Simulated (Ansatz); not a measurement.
Molecule: LaCl$_{3}$, charge 0, multiplicity 1. 
Coordinates optimised at B3LYP-D3(BJ)/def2-TZVP (Ansatz, a quantum-chemistry and plane-wave program):
```xyz
4

La    -0.0590     0.0674     0.1786
Cl    -2.1610    -1.3695    -0.4467
Cl     0.2495     2.3591    -1.0572
Cl     2.1092    -1.2154     0.9052
```

Quantity: vertical ionisation energy (to the doublet state of charge +1; each state is the SCF solution reached for its spin; the molecule has degenerate orbitals, so one determinant may break the symmetry), in eV. Cores are frozen in the correlated levels unless marked. UHF or UKS for open shells. No spin-orbit coupling. The frozen core is the preceding noble-gas configuration, with the filled d and f shells of earlier blocks. Past Kr the def2 sets carry scalar-relativistic core potentials. Basis-set limits of correlation are two-point, X^-3; Hartree-Fock from the larger set. [CCSD(T)-MP2]/basis is that difference in the basis named.

```json
[
 {"level": "HF/def2-TZVPPD", "program": "Ansatz", "vertical ionisation energy (eV)": "10.33", "minus last row": "-1.11"},
 {"level": "HF/def2-QZVPPD", "program": "Ansatz", "vertical ionisation energy (eV)": "10.32", "minus last row": "-1.12"},
 {"level": "SVWN5/def2-TZVPD", "program": "Ansatz", "vertical ionisation energy (eV)": "10.31", "minus last row": "-1.13"},
 {"level": "PBE/def2-TZVPD", "program": "Ansatz", "vertical ionisation energy (eV)": "10.12", "minus last row": "-1.32"},
 {"level": "r2SCAN/def2-TZVPD", "program": "Ansatz", "vertical ionisation energy (eV)": "10.37", "minus last row": "-1.07"},
 {"level": "B3LYP/def2-TZVPD", "program": "Ansatz", "vertical ionisation energy (eV)": "10.59", "minus last row": "-0.85"},
 {"level": "BHLYP/def2-TZVPD", "program": "Ansatz", "vertical ionisation energy (eV)": "11.10", "minus last row": "-0.34"},
 {"level": "CAM-B3LYP/def2-TZVPD", "program": "Ansatz", "vertical ionisation energy (eV)": "11.13", "minus last row": "-0.31"},
 {"level": "wB97M-V/def2-TZVPD", "program": "Ansatz", "vertical ionisation energy (eV)": "11.32", "minus last row": "-0.12"},
 {"level": "wB97X-V/def2-TZVPD", "program": "Ansatz", "vertical ionisation energy (eV)": "11.38", "minus last row": "-0.06"},
 {"level": "B2PLYP/def2-TZVPD", "program": "Ansatz", "vertical ionisation energy (eV)": "11.05", "minus last row": "-0.39"},
 {"level": "RI-MP2/def2-TZVPPD", "program": "Ansatz", "vertical ionisation energy (eV)": "11.44", "minus last row": "0.00"},
 {"level": "RI-MP2/def2-QZVPPD", "program": "Ansatz", "vertical ionisation energy (eV)": "11.54", "minus last row": "0.10"},
 {"level": "RI-MP2/CBS(def2-TZVPPD,def2-QZVPPD)", "program": "Ansatz", "vertical ionisation energy (eV)": "11.62", "minus last row": "0.18"},
 {"level": "SCS-MP2/def2-SVPD", "program": "Ansatz", "vertical ionisation energy (eV)": "11.30", "minus last row": "-0.14"},
 {"level": "SCS-MP2/def2-TZVPPD", "program": "Ansatz", "vertical ionisation energy (eV)": "11.35", "minus last row": "-0.09"},
 {"level": "CCSD/def2-SVPD", "program": "Ansatz", "vertical ionisation energy (eV)": "11.21", "minus last row": "-0.23"},
 {"level": "CCSD/def2-TZVPPD", "program": "Ansatz", "vertical ionisation energy (eV)": "11.24", "minus last row": "-0.20"},
 {"level": "CCSD(T)/def2-SVPD", "program": "Ansatz", "vertical ionisation energy (eV)": "11.20", "minus last row": "-0.24"},
 {"level": "RI-MP2/CBS(def2-TZVPPD,def2-QZVPPD)+[CCSD(T)-MP2]/def2-SVPD", "program": "Ansatz", "vertical ionisation energy (eV)": "11.44", "minus last row": "0.00"},
 {"level": "RI-MP2/CBS(def2-TZVPPD,def2-QZVPPD)+[CCSD(T)-MP2]/def2-TZVPPD", "program": "Ansatz", "vertical ionisation energy (eV)": "11.44", "minus last row": "0.00"}
]
```
